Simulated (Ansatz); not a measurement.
CH5ClGaNO, SMILES `C[O][Ga]([NH2])[Cl]`, charge 0, multiplicity 1.

Give a relaxed structure at PBE0-D4/def2-TZVP (Ansatz 0.2.0). (Estimate.)

Ansatz gave: 
Z-matrix (Å, degrees):
```
C
O 1 1.408
H 1 1.096 2 113.2
H 1 1.095 2 109.6 3 -120.7
H 1 1.095 2 109.6 3 120.7
Ga 2 1.767 1 124.2 3 -0.5
Cl 6 2.139 2 118.5 1 0.2
N 6 1.798 2 120.5 1 -176.6
H 8 1.006 6 121.0 2 -15.6
H 8 1.005 6 121.0 2 -167.4
```
This is one stationary point; other conformers may exist.
